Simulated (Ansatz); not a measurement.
The first iterations of a band of FH + H10O3Si4 (19 atoms, charge 0, multiplicity 1).

Computed with RHF/6-31G* (Ansatz 0.2.0).

```yaml
movable_images: 5
climbing_image: yes
spring: 5.0 eV/Å²
optimiser: quadratic models (default)
start_path: through a guess of the saddle point
force_threshold: 0.2 eV/Å
iteration_limit: 60
end_points: relaxed
```

Initial state:

```xyz
19
Properties=species:S:1:pos:R:3
Si -0.309 -0.449 0.669
H -0.082 -0.125 2.071
O 1.007 -1.107 0.019
Si 2.471 -1.144 -0.730
H 2.758 -2.549 -1.069
H 2.425 -0.354 -1.970
H 3.519 -0.635 0.164
O -0.679 0.937 -0.140
Si -2.017 1.569 -0.890
H -3.141 1.650 0.056
H -1.650 2.917 -1.350
H -2.397 0.737 -2.042
O -1.574 -1.447 0.517
Si -2.164 -2.971 0.348
H -1.615 -3.846 1.399
H -3.629 -2.912 0.469
H -1.799 -3.512 -0.973
F 1.792 2.054 0.033
H 0.904 1.887 -0.142
```

Final state:

```xyz
19
Properties=species:S:1:pos:R:3
Si -0.412 -0.241 -0.104
H 1.645 0.265 4.273
O 0.985 -0.913 -0.515
Si 2.381 -0.907 -1.378
H 2.109 -1.305 -2.769
H 2.984 0.437 -1.367
H 3.309 -1.869 -0.764
O -0.916 0.761 -1.252
Si -2.100 1.658 -1.952
H -3.136 2.000 -0.961
H -1.500 2.889 -2.490
H -2.714 0.889 -3.048
O -1.521 -1.362 0.197
Si -1.981 -2.822 0.788
H -1.635 -2.923 2.217
H -3.437 -2.950 0.619
H -1.301 -3.900 0.048
F -0.186 0.595 1.222
H 1.248 0.398 3.674
```

| iteration | highest image above the first end (eV) | largest band force component (eV/Å) |
| --- | --- | --- |
| 1 | 5.724 | 9.056 |
| 2 | 3.464 | 4.395 |
| 3 | 2.267 | 1.930 |
| 4 | 1.491 | 1.849 |
| 5 | 1.060 | 2.341 |
| 6 | 0.832 | 1.227 |
| 7 | 0.628 | 0.641 |
| 8 | 0.476 | 0.563 |
| 9 | 0.853 | 3.267 |
| 10 | 0.444 | 0.910 |
| 11 | 0.390 | 0.432 |
| 12 | 0.385 | 0.557 |
| 13 | 0.407 | 0.604 |
| 14 | 0.411 | 0.501 |
| 15 | 0.421 | 0.413 |
| 16 | 0.423 | 0.420 |
| 17 | 0.437 | 0.570 |
| 18 | 0.453 | 0.870 |
| 19 | 0.509 | 1.773 |
| 20 | 0.514 | 1.808 |

Question: Does the band converge within its limit, and where does its top end?

Answer: It did not converge within its limit. It ended after 60 iterations with the highest image 1.532 eV above the first end. The band didn't meet its force threshold, so its energies are provisional: the largest band force was still 2.66 eV/Å, and over the last iterations the top moved between 1.06 and 1.53 eV. Neighbouring images lie up to 4.3 Å apart, so the band is torn or far too coarse. The orbitals stay closed-shell, which can raise the energy where a bond breaks towards radicals; this wasn't checked here.

The run took 14 min on 4 threads of Arm Neoverse V1, on a shared host, peak memory 0.54 GiB.
